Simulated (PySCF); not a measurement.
**Tl⁺: excitation energy**

Tl⁺ [Xe] 4f14 5d10 6s2 (1S) → Tl⁺ [Xe] 4f14 5d9 6s2 6p1 (high-spin determinant), as a difference of total energies. Computed with PySCF 2.14 in x2c-TZVPPall (11s7p6d3f, 83 functions), with the spin-free X2C one-electron Hamiltonian (Gaussian nucleus). Correlated levels: valence and next inner shell: [Kr] 4d10 4f14 frozen. The calculations carry no spin-orbit coupling.

```csv
method,excitation energy (eV)
UHF,14.547
MP2 (valence and next inner shell),15.682
SCS-MP2 (valence and next inner shell),15.590
CCSD (valence and next inner shell),15.337
CCSD(T) (valence and next inner shell),15.354
```

**Question.** How much does correlation contribute at CCSD(T) (valence and next inner shell)?

**Answer.** 15.354 − (14.547) = 0.807 eV, measured against UHF.

A first-order spin-orbit estimate (lowest level to lowest level, LS coupling) adds -0.401 eV.

The basis was made for the ground configuration and has no added diffuse functions, so the excitation energy can come out too high.

The determinant of the upper state mixes LS terms, which raises its energy above the lowest term, most at the Hartree-Fock and MP2 levels.
